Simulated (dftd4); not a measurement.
F5Mo, charge +1, singlet, at a GFN2-xTB geometry (such geometries of metal compounds can be far from the true shape) (the multiplicity is a formal guess); D4 for tpss (dftd4).

The dftd4 input:
```
$ dftd4 mol.xyz --func tpss --charge 1 --json dftd4.json --noedisp --property

# file mol.xyz
6

Mo    -0.00000000     0.00000000     0.00000000
F      1.13923211    -0.67479094     1.06124415
F     -1.13923211     0.67479094    -1.06124415
F      0.19696813     1.53441364     0.76421247
F      0.99576562    -0.42956028    -1.34207718
F     -1.19273375    -1.10485336     0.57786471
```

Write the output that dftd4 gives for this input, abridged.


```
                    ____  _____ _____     ____  _  _
      -------------|  _ \|  ___|_   _|---|  _ \| || |------------
     |             | | | | |_    | | ___ | | | | || |_           |
     |             | |_| |  _|   | ||___|| |_| |__   _|          |
     |             |____/|_|     |_|     |____/   |_|            |
     |             ===================================           |
     |            E. Caldeweyher, S. Ehlert & S. Grimme          |
     |          Mulliken Center for Theoretical Chemistry        |
     |                    University of Bonn                     |
      -----------------------------------------------------------

Rational (Becke-Johnson) damping: tpss-D4-ATM
---------------------
  s6         1.0000
  s8         1.7660
  s9         1.0000
  a1         0.4282
  a2         4.5426
 alp        16.0000
--------------------

Atomic data, radii in Ångström:
------------------------------------------------------
   Z          R(cov)      r4/r2   hardness         EN
------------------------------------------------------
  42 Mo       1.6533     3.2784     0.2148     2.1600
   9 F        0.8533     1.2638     0.6693     3.9800
------------------------------------------------------

Atomic reference systems (in atomic units):
----------------------------------------------------------------------------
   Z        #      CN     q+Z       C6(AA)   #      CN     q+Z       C6(AA)
----------------------------------------------------------------------------
  42 Mo     1  0.0000 14.0000     868.9082   2  1.8951 14.4674     355.7494
            3 10.7785 14.4734     253.6894   4  5.5965 14.5943     263.3656
   9 F      1  0.0000  9.0000       9.7374   2  0.7408  8.7523      11.7796
----------------------------------------------------------------------------

Atomic properties (in atomic units):
----------------------------------------------------------------------------
     #    Z              CN          q      C6(AA)        C8(AA)   alpha(0)
----------------------------------------------------------------------------
     1   42 Mo       3.6830     1.5981    289.6515    33352.6532    41.1432
     2    9 F        0.7367    -0.1244     10.5380      180.3179     3.7400
     3    9 F        0.7367    -0.1244     10.5380      180.3179     3.7400
     4    9 F        0.7366    -0.1165     10.4626      179.0288     3.7266
     5    9 F        0.7366    -0.1165     10.4626      179.0288     3.7266
     6    9 F        0.7366    -0.1165     10.4626      179.0288     3.7266
----------------------------------------------------------------------------

Molecular properties (in atomic units):
----------------------------------------
 molecular C6                1018.2676
 molecular C8               58539.3964
----------------------------------------

Dispersion energy:      -5.7554918272066E-03 Eh

[Info] JSON dump of results written to 'dftd4.json'
```
